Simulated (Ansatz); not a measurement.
```yaml
crystal:
  periodic: [false, false, false]
  atoms:
    - {symbol: N, position_ang: [-1.892441, -0.033212, 0.308186]}
    - {symbol: Nb, position_ang: [-0.164245, -0.007187, 0.030293]}
    - {symbol: N, position_ang: [0.584220, -1.776020, 0.555989]}
    - {symbol: N, position_ang: [0.629796, 1.443500, 1.139521]}
    - {symbol: N, position_ang: [0.156331, 0.339036, -1.904299]}
    - {symbol: H, position_ang: [-2.887139, -0.047797, 0.468087]}
    - {symbol: H, position_ang: [1.417818, -2.174568, 0.146652]}
    - {symbol: H, position_ang: [0.097735, -2.483896, 1.084446]}
    - {symbol: H, position_ang: [1.578803, 1.426306, 1.486466]}
    - {symbol: h, position_ang: [0.112813, 2.170181, 1.610356]}
    - {symbol: H, position_ang: [-0.542109, 0.295033, -2.630430]}
    - {symbol: H, position_ang: [0.985419, 0.793324, -2.261368]}
basis:
  gaussian: {orbitals: def2-mTZVP, fitting: {mean_field: def2-universal-jkfit}}
hamiltonian: {xc: {name: PBE0-DH}}
```

```sh
$ ansatz run in.yaml --threads 2 --pin off --events-out ev --progress --plain --max-ram 22528MiB --backend cpu
```

Shortened log:

```
Error: YAML parse error: error: line 13 column 16: `h` is not an element symbol (H … Og, case-exact)
11 |     - {symbol: H, position_ang: [0.097735, -2.483896, 1.084446]}
12 |     - {symbol: H, position_ang: [1.578803, 1.426306, 1.486466]}
13 |     - {symbol: h, position_ang: [0.112813, 2.170181, 1.610356]}
14 |     - {symbol: H, position_ang: [-0.542109, 0.295033, -2.630430]}
15 |     - {symbol: H, position_ang: [0.985419, 0.793324, -2.261368]}
```

In this input an element symbol is wrong. The program refused the input.
